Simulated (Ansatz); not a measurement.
One change: `C=C(C)C=S` becomes `BC(=C)C`.

Ansatz, PBE0-D4/def2-TZVP geometries, multiplicity 1. Each molecule was computed in one conformer, which needn't be the lowest.

```csv
property,`C=C(C)C=S`
LUMO energy (B3LYP/def2-TZVPP) / eV,-2.77
size of the dipole moment (B3LYP/def2-TZVPP) / D,2.72
"ideal-gas entropy at 298 K and 1 bar (rigid rotor, harmonic PBE0-D4/def2-TZVP) / J/(mol·K)",319
HOMO–LUMO gap (B3LYP/def2-TZVPP) / eV,3.43
HOMO energy (B3LYP/def2-TZVPP) / eV,-6.20
HOMO–LUMO gap (PBE/def2-TZVPP) / eV,1.77
```

**Question.** Give the same properties after the change, and the shifts. (Estimate.)

**Answer.** Computed: 
```
                                                                                  property  `BC(=C)C`  shift
                                                       LUMO energy (B3LYP/def2-TZVPP) / eV      -2.15   0.62
                                          size of the dipole moment (B3LYP/def2-TZVPP) / D       1.16  -1.56
ideal-gas entropy at 298 K and 1 bar (rigid rotor, harmonic PBE0-D4/def2-TZVP) / J/(mol·K)        300    -19
                                                     HOMO–LUMO gap (B3LYP/def2-TZVPP) / eV       5.56   2.13
                                                       HOMO energy (B3LYP/def2-TZVPP) / eV      -7.71  -1.51
                                                       HOMO–LUMO gap (PBE/def2-TZVPP) / eV       3.97   2.20
```

With PBE0 the HOMO falls by 1.48 eV and the LUMO rises by 0.66 eV, so the gap widens by about 2.14 eV. PBE moves the HOMO by -1.71 eV and ωB97M-V by -1.43 eV. Dipoles are sizes alone; their direction can turn.

B3LYP here is the variant with VWN-RPA as its local correlation; programs differ in this.
